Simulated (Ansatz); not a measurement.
CdI, doublet, geometry from GFN2-xTB (such geometries of metal compounds can be far from the true shape) (the spin is typed, not shown lowest) (all electrons, no relativity), with bond 1-2 at 1.8 times its length; HF/3-21G in Ansatz (a quantum-chemistry and plane-wave program).

Here is a job for Ansatz.
Ansatz 0.2 input:
```yaml
crystal:
  periodic: [false, false, false]
  atoms:
    - {symbol: Cd, position_ang: [0.00000000, 0.00000000, -3.77117363]}
    - {symbol: I, position_ang: [0.00000000, 0.00000000, 1.35288740]}
basis:
  gaussian:
    orbitals: 3-21G.json
hamiltonian:
  xc: hf
magnetization: {spin_polarized: true, initial_magnetization: 1}
scf: {lower_state_search: standard}
```
The basis file holds 3-21G in the JSON format of the Basis Set Exchange.

The log (banner, timings and long lists left out):

```
Functional definition: HF
883 factors; integrals over basis functions are off by at most 6.6e-4 eV
mean field evaluation 1: about -335460.1655 eV, gradient 1.3e1 eV
mean field evaluation 2: about -335460.1663 eV, gradient 1.3e1 eV
mean field evaluation 4: about -335461.8577 eV, gradient 2.5e0 eV
mean field evaluation 8: about -335462.7425 eV, gradient 6.2e-1 eV
mean field evaluation 16: about -335462.7519 eV, gradient 8.4e-4 eV
mean field evaluation 32: about -335462.7487 eV, gradient 2.2e-2 eV
mean field evaluation 64: about -335462.6522 eV, gradient 7.9e-1 eV
mean field evaluation 96: about -335462.2453 eV, gradient 2.4e0 eV
mean field evaluation 128: about -335462.7469 eV, gradient 2.2e-5 eV
mean field evaluation 160: about -335460.5120 eV, gradient 1.1e0 eV
mean field evaluation 192: about -335462.7519 eV, gradient 1.9e-2 eV
mean field -335462.75193394 eV, -12328.0287487523 hartree, gradient 2.5e-6 eV, S^2 0.752110; 3 other end points of the search recorded, 0 dependent functions left out
reference -335462.75193394 eV, -12328.0287487523 hartree; 51, 50 occupied and 21, 22 virtual orbitals, 883 factors
Total energy: -335462.75193394 eV, -12328.0287487523 hartree
```
